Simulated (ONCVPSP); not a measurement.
# nickel: excitation energies, all-electron against ONCV

* Element: nickel
* Generator: ONCVPSP 4.0.1
* Type: optimised norm-conserving Vanderbilt (ONCV)
* Functional: LDA (Perdew-Wang 92)
* Relativity: scalar-relativistic
* Frozen core: [Ne]
* Valence charge: 18
* Reference configuration: 3s2 3p6 3d8 4s2
* Partial waves: 3s+4s: rc 1.35 bohr, ncon 5, nbas 8, qcut 9.7 1/bohr, 2 projectors; 3p: rc 0.75 bohr, ncon 5, nbas 9, qcut 9 1/bohr, 1 projector; 3d: rc 1.65 bohr, ncon 4, nbas 9, qcut 9.8 1/bohr, 2 projectors, debl 1.3 Ha
* Local potential: polynomial inside 0.65 bohr (lpopt 4, dvloc0 1 Ha)
* Core correction: Teter function, fcfact 2, rcfact 1

Energies are relative to the spin-unpolarised reference configuration 3s2 3p6 3d8 4s2; without spin polarisation the order of configurations can differ from experiment.

| valence configuration | charge | ΔE all-electron (eV) | error AE − PS (meV) |
| --- | --- | --- | --- |
| 3s2 3p6 3d8 4s1 | +1 | 9.594 | +1.8 |
| 3s2 3p6 3d9 4s0 | +1 | 6.548 | +93 |

(1) What are ΔE and the potential's error for 3s2 3p6 3d7 4s0?

(2) What are ΔE and the potential's error for 3s2 3p6 3d8 4s0?

Levels in the configuration 3s2 3p6 3d8 4s0:

```csv
level,all-electron (eV),pseudo (eV)
3s,-130.278,-130.351
3p,-91.055,-91.099
3d,-28.710,-28.778
```

## Answers

(1) ΔE = 65.051 eV all-electron; the error (AE − PS) is +50 meV.

(2) ΔE = 27.247 eV all-electron; the error (AE − PS) is +12 meV.
